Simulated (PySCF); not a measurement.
Run record: excited-state job, `CC1(C)C[SiH2][Se]1`.

Method: TDDFT CAM-B3LYP/def2-SVPD, vertical, gas phase, core orbitals frozen in the response (PySCF 2.14.0, density-fitted response routines). Geometry: GFN2-xTB. The input is one job of a driver script: a line of settings, then coordinates in Å.

Command:
```bash
OMP_NUM_THREADS=1 python probes_run.py task.json out
```

Input:
```
{"job": {"kind": "uv", "xc": "CAM-B3LYP", "basis": "def2-SVPD", "nstates": 8, "ntriplets": 3}, "charge": 0, "multiplicity": 1}
C     -1.039106     1.442025    -0.109360
C     -0.352943     0.093296    -0.187259
C     -1.356896    -1.042019    -0.152103
C      0.766827    -0.078274     0.857768
Si     2.244436    -0.431412    -0.287638
Se     0.721140    -0.029082    -1.940608
H     -1.574951     1.530780     0.836100
H     -1.751235     1.553106    -0.925578
H     -0.311406     2.248873    -0.176040
H     -2.069432    -0.944380    -0.969695
H     -0.855321    -2.003924    -0.244643
H     -1.905069    -1.023999     0.790471
H      0.891746     0.833384     1.440811
H      0.530484    -0.875587     1.561169
H      2.726536    -1.810010    -0.264739
H      3.327589     0.546167    -0.240066
```

**Question.** Give the output.

**Answer.** 
```
coarse grid: 59184 points
cycle   1  E = -2849.0002939458  dE = -2.880e-01  |g| = 3.744e-01  |ddm| = 6.789e+00
cycle   2  E = -2849.0192288248  dE = -1.893e-02  |g| = 2.996e-01  |ddm| = 1.520e+00
cycle   3  E = -2849.0436073982  dE = -2.438e-02  |g| = 5.792e-02  |ddm| = 7.604e-01
cycle   4  E = -2849.0441126621  dE = -5.053e-04  |g| = 2.371e-02  |ddm| = 1.631e-01
cycle   5  E = -2849.0442246057  dE = -1.119e-04  |g| = 8.146e-03  |ddm| = 6.205e-02
cycle   6  E = -2849.0442444929  dE = -1.989e-05  |g| = 1.186e-03  |ddm| = 1.814e-02
cycle   7  E = -2849.0442451295  dE = -6.366e-07  |g| = 4.215e-04  |ddm| = 5.423e-03
final grid: 123552 points
cycle   8  E = -2849.0442444560  dE = -1.198e-07  |g| = 3.971e-04  |ddm| = 9.288e-03
cycle   9  E = -2849.0442444581  dE = -2.125e-09  |g| = 4.380e-04  |ddm| = 1.958e-03
cycle  10  E = -2849.0442444914  dE = -3.324e-08  |g| = 4.038e-05  |ddm| = 9.110e-04
cycle  11  E = -2849.0442444919  dE = -5.439e-10  |g| = 2.473e-05  |ddm| = 1.503e-04
converged SCF energy = -2849.0442444919

Static polarisability (au): isotropic 100.492, principal 88.203 100.923 112.351

Singlet excitations
state   eV       nm        f      main configurations
  1   4.3038    288.1   0.00031   H->L 0.89
  2   5.0675    244.7   0.01416   H->L+1 0.91
  3   5.9677    207.8   0.02764   H-1->L 0.81
  4   6.0774    204.0   0.02994   H->L+2 0.84
  5   6.4576    192.0   0.02689   H-1->L+1 0.89
  6   6.6187    187.3   0.00405   H->L+3 0.90
  7   6.6749    185.7   0.02589   H-2->L 0.47, H->L+4 0.26
  8   6.7960    182.4   0.04282   H->L+4 0.56, H-2->L 0.23, H-2->L+1 0.11

Triplet excitations (Tamm-Dancoff, eV): 3.8885 4.7283 5.0405
```

The SCF starts on a coarse grid where the log names one; the energy can jump when the final grid takes over, and dE then counts from the start density on the new grid. H and L stand for HOMO and LUMO; the number after each pair is its weight.

**Question.** Which computed singlet has the largest oscillator strength, and what do all of them sum to?

**Answer.** State 8 at 6.80 eV (182 nm), f = 0.043; the 8 states sum to 0.172.

**Question.** Give the mean polarisability as a volume in Å³, and the ratio of the largest to the smallest principal value.

**Answer.** 100.492 au × 0.148185 = 14.89 Å³; 112.351/88.203 = 1.27.

Main results: HOMO -7.59 eV, LUMO 0.45 eV; lowest singlet 4.30 eV; lowest triplet 3.89 eV (Tamm–Dancoff); mean polarisability 100.5 au.

 The CAM-B3LYP/def2-SVPD calculation is non-relativistic and has no spin–orbit coupling, an omission that weighs most on selenium.

Hardware: one thread, Arm Neoverse N1 (aarch64), no GPU, shared host with 64 logical CPUs at a one-minute load of 60. Cost: 1.7 min of wall time, 1.1 GiB resident at most.
Labels such as C1 count atoms from 1, the log's own numbers from 0.
